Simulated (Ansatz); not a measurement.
`[SiH3]C1OC=CO1` + `[OH][Cd][Cl]` → `[SiH3][O][Cd][Cl]` + `C1=COCO1` at 400 K and 1 bar (ligand exchange at the Si–C bond).

Program: Ansatz. Geometries: PBE0-D4/def2-TZVP. ΔE: electronic, gas phase. CCSD(T)/CBS adds triple-zeta CCSD(T) − MP2 to the extrapolated MP2 energy (def2 sets, frozen cores). Elements past krypton have def2 core potentials. For Cd outer-core shells are correlated without core-valence functions, which leaves a few kJ/mol of doubt a bond. Each species was taken in one conformer, which may not be the lowest.

```csv
species,CCSD(T)/CBS energy (Eh),H − E (kJ/mol),S (J/(mol·K))
`[SiH3]C1OC=CO1`,-557.11795,250.1,370.3
`[OH][Cd][Cl]`,-703.31715,57.0,317.9
`[SiH3][O][Cd][Cl]`,-993.63708,108.9,395.3
`C1=COCO1`,-266.84686,202.9,303.4
```

H − E and S are ideal-gas, rigid-rotor, harmonic terms from PBE0-D4/def2-TZVP, for one conformer and one mirror image of each species. 1 Eh = 2625.50 kJ/mol, R = 8.31446 J/(mol·K).

Question: By hand: ΔE, ΔH, ΔS and ΔG.

Answer: ΔE = (-993.63708) + (-266.84686) − (-557.11795) − (-703.31715) = -0.04884 Eh = -128.2 kJ/mol. Δ(H − E) = 108.9 + 202.9 − 250.1 − 57.0 = 4.7, so ΔH = -123.5 kJ/mol. ΔS = 395.3 + 303.4 − 370.3 − 317.9 = 10.5 J/(mol·K). ΔG = -123.5 − 400 × (10.5)/1000 = -127.7 kJ/mol.

Question: By hand: the equilibrium constant, and the temperature at which ΔG would vanish if ΔH and ΔS stayed fixed.

Answer: log₁₀ K = −ΔG/(RT ln 10) = 16.7. ΔH and −TΔS have one sign here, so there is no such temperature.

The number of gas molecules stays the same, so ΔS is small and ΔH decides. A doubt of 5 kJ/mol in ΔE shifts log₁₀ K by 0.7 here. Other conformers and mirror images would add mixing entropy, several J/(mol·K) or more a flexible species. Modes under 60 cm⁻¹, often nearly free rotors, make the harmonic entropy too high. These are equilibria of isolated gas molecules and say nothing of rates. Largest T1 diagnostic: 0.015 (customary marks: 0.02 for closed shells, 0.045 for open ones).

ΔS is within the doubt of such terms, so its sign, and with it that verdict, could turn.
